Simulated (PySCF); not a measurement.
Members of one series of related molecules.

All values: PBE0/pcSseg-1 (PySCF) at GFN2-xTB geometries, gas phase, one conformer each.

Question: Rank by HOMO energy, highest first.
A. `CO[C@@H]1C[Si@@](O[SiH2]1)(C)P`
B. `O1[Si@@](P)(C)C[C@@H]([SiH2]1)OC=O`
C. `C[C@@H]1C[Si@@](C)(P)O[SiH2]1`

Answer: A (-7.02 eV), C (-7.17 eV), B (-7.30 eV).

All values together:

```json
{"SMILES": "C[Si@]1(P)CC[SiH2]O1", "change": "parent", "formula": "C3H11OPSi2", "μ (D)": "2.63", "HOMO (eV)": "-7.23", "LUMO (eV)": "0.40", "lowest IAO charge (e)": "-0.888 (O)", "highest IAO charge (e)": "+1.082 (Si)", "lowest Hirshfeld charge (e)": "-0.320 (O)", "highest Hirshfeld charge (e)": "+0.406 (Si)"}
{"SMILES": "C[Si@@]1(P)C[C@H](O[SiH3])[SiH2]O1", "change": "H on C replaced by OSiH3", "formula": "C3H13O2PSi3", "μ (D)": "1.83", "HOMO (eV)": "-7.04", "LUMO (eV)": "0.13", "lowest IAO charge (e)": "-0.887 (O)", "highest IAO charge (e)": "+1.087 (Si)", "lowest Hirshfeld charge (e)": "-0.319 (O)", "highest Hirshfeld charge (e)": "+0.398 (Si)"}
{"SMILES": "C[Si@@]1(P)C[C@H](CO)[SiH2]O1", "change": "H on C replaced by CH2OH", "formula": "C4H13O2PSi2", "μ (D)": "0.51", "HOMO (eV)": "-7.29", "LUMO (eV)": "-0.13", "lowest IAO charge (e)": "-0.882 (O)", "highest IAO charge (e)": "+1.085 (Si)", "lowest Hirshfeld charge (e)": "-0.320 (O)", "highest Hirshfeld charge (e)": "+0.403 (Si)"}
{"SMILES": "CO[C@@H]1C[Si@@](C)(P)O[SiH2]1", "change": "H on C replaced by OCH3", "formula": "C4H13O2PSi2", "μ (D)": "2.31", "HOMO (eV)": "-7.02", "LUMO (eV)": "0.43", "lowest IAO charge (e)": "-0.887 (O)", "highest IAO charge (e)": "+1.087 (Si)", "lowest Hirshfeld charge (e)": "-0.320 (O)", "highest Hirshfeld charge (e)": "+0.397 (Si)"}
{"SMILES": "CC[C@@H]1C[Si@@](C)(P)O[SiH2]1", "change": "H on C replaced by C2H5", "formula": "C5H15OPSi2", "μ (D)": "1.84", "HOMO (eV)": "-7.24", "LUMO (eV)": "0.35", "lowest IAO charge (e)": "-0.888 (O)", "highest IAO charge (e)": "+1.092 (Si)", "lowest Hirshfeld charge (e)": "-0.321 (O)", "highest Hirshfeld charge (e)": "+0.399 (Si)"}
{"SMILES": "C#C[C@@H]1C[Si@@](C)(P)O[SiH2]1", "change": "H on C replaced by ethynyl", "formula": "C5H11OPSi2", "μ (D)": "0.99", "HOMO (eV)": "-7.27", "LUMO (eV)": "0.29", "lowest IAO charge (e)": "-0.885 (O)", "highest IAO charge (e)": "+1.084 (Si)", "lowest Hirshfeld charge (e)": "-0.319 (O)", "highest Hirshfeld charge (e)": "+0.413 (Si)"}
{"SMILES": "C[Si@@]1(P)C[C@@H](C=O)[SiH2]O1", "change": "H on C replaced by CHO", "formula": "C4H11O2PSi2", "μ (D)": "1.78", "HOMO (eV)": "-7.29", "LUMO (eV)": "-0.70", "lowest IAO charge (e)": "-0.882 (O)", "highest IAO charge (e)": "+1.085 (Si)", "lowest Hirshfeld charge (e)": "-0.315 (O)", "highest Hirshfeld charge (e)": "+0.415 (Si)"}
{"SMILES": "C[Si@@]1(P)C[C@H](OC=O)[SiH2]O1", "change": "H on C replaced by OCHO", "formula": "C4H11O3PSi2", "μ (D)": "3.19", "HOMO (eV)": "-7.30", "LUMO (eV)": "-0.46", "lowest IAO charge (e)": "-0.906 (O)", "highest IAO charge (e)": "+1.103 (Si)", "lowest Hirshfeld charge (e)": "-0.329 (O)", "highest Hirshfeld charge (e)": "+0.398 (Si)"}
{"SMILES": "C[C@@H]1C[Si@@](C)(P)O[SiH2]1", "change": "H on C replaced by CH3", "formula": "C4H13OPSi2", "μ (D)": "2.50", "HOMO (eV)": "-7.17", "LUMO (eV)": "0.36", "lowest IAO charge (e)": "-0.887 (O)", "highest IAO charge (e)": "+1.087 (Si)", "lowest Hirshfeld charge (e)": "-0.320 (O)", "highest Hirshfeld charge (e)": "+0.402 (Si)"}
```

Conformers: `[CH3:1][Si@:2]1([PH2:3])[CH2:4][CH2:5][SiH2:6][O:7]1` with C1–Si2–P3–H -63° and -156°, C1–Si2–C4–C5 -89°, Si2–C4–C5–Si6 -31°, C4–C5–Si6–O7 24°, C5–Si6–O7–Si2 -6°; `[CH3:1][Si@@:2]1([PH2:3])[CH2:4][C@H:5]([O:6][SiH3:7])[SiH2:8][O:9]1` with C1–Si2–P3–H -126° and -33°, C4–C5–O6–Si7 106°, C1–Si2–C4–C5 150°, Si2–C4–C5–O6 67°, C4–C5–Si8–O9 32°, C5–Si8–O9–Si2 -5°; `[CH3:1][Si@@:2]1([PH2:3])[CH2:4][C@H:5]([CH2:6][OH:7])[SiH2:8][O:9]1` with C1–Si2–P3–H -58° and -150°, C4–C5–C6–O7 178°, C5–C6–O7–H 61°, C1–Si2–C4–C5 93°, Si2–C4–C5–C6 157°, C4–C5–Si8–O9 -27°, C5–Si8–O9–Si2 12°; `[CH3:1][O:2][C@@H:3]1[CH2:4][Si@@:5]([CH3:6])([PH2:7])[O:8][SiH2:9]1` with C1–O2–C3–C4 -158°, C4–Si5–P7–H -174° and -82°, O2–C3–C4–Si5 -80°, C3–C4–Si5–C6 83°, C4–Si5–O8–Si9 15°, Si5–O8–Si9–C3 4°; `[CH3:1][CH2:2][C@@H:3]1[CH2:4][Si@@:5]([CH3:6])([PH2:7])[O:8][SiH2:9]1` with C1–C2–C3–C4 -63°, C4–Si5–P7–H -178° and -86°, C2–C3–C4–Si5 -158°, C3–C4–Si5–C6 138°, C4–Si5–O8–Si9 -6°, Si5–O8–Si9–C3 -10°; `[CH:1]#[C:2][C@@H:3]1[CH2:4][Si@@:5]([CH3:6])([PH2:7])[O:8][SiH2:9]1` with C4–Si5–P7–H 83° and 175°, C2–C3–C4–Si5 -85°, C3–C4–Si5–C6 87°, C4–Si5–O8–Si9 10°, Si5–O8–Si9–C3 8°; `[CH3:1][Si@@:2]1([PH2:3])[CH2:4][C@@H:5]([CH:6]=[O:7])[SiH2:8][O:9]1` with C1–Si2–P3–H -39° and 54°, C4–C5–C6–O7 20°, C1–Si2–C4–C5 91°, Si2–C4–C5–C6 -83°, C4–C5–Si8–O9 -26°, C5–Si8–O9–Si2 9°; `[CH3:1][Si@@:2]1([PH2:3])[CH2:4][C@H:5]([O:6][CH:7]=[O:8])[SiH2:9][O:10]1` with C1–Si2–P3–H 49° and -44°, C4–C5–O6–C7 -142°, C5–O6–C7–O8 1°, C1–Si2–C4–C5 89°, Si2–C4–C5–O6 163°, C4–C5–Si9–O10 -34°, C5–Si9–O10–Si2 16°; `[CH3:1][C@@H:2]1[CH2:3][Si@@:4]([CH3:5])([PH2:6])[O:7][SiH2:8]1` with C3–Si4–P6–H -73° and 20°, C1–C2–C3–Si4 -161°, C2–C3–Si4–C5 141°, C3–Si4–O7–Si8 -7°, Si4–O7–Si8–C2 -11°.

Question: Give the shifts from the parent, `C[Si@]1(P)CC[SiH2]O1`.

Answer: 
```
                            SMILES  change in μ (D)  change in HOMO (eV)  change in LUMO (eV)
C[Si@@]1(P)C[C@H](O[SiH3])[SiH2]O1            -0.80                +0.19                -0.27
     C[Si@@]1(P)C[C@H](CO)[SiH2]O1            -2.12                -0.06                -0.53
    CO[C@@H]1C[Si@@](C)(P)O[SiH2]1            -0.32                +0.21                +0.03
    CC[C@@H]1C[Si@@](C)(P)O[SiH2]1            -0.79                -0.01                -0.05
   C#C[C@@H]1C[Si@@](C)(P)O[SiH2]1            -1.64                -0.04                -0.11
   C[Si@@]1(P)C[C@@H](C=O)[SiH2]O1            -0.85                -0.06                -1.10
   C[Si@@]1(P)C[C@H](OC=O)[SiH2]O1            +0.56                -0.07                -0.86
     C[C@@H]1C[Si@@](C)(P)O[SiH2]1            -0.13                +0.06                -0.04
```
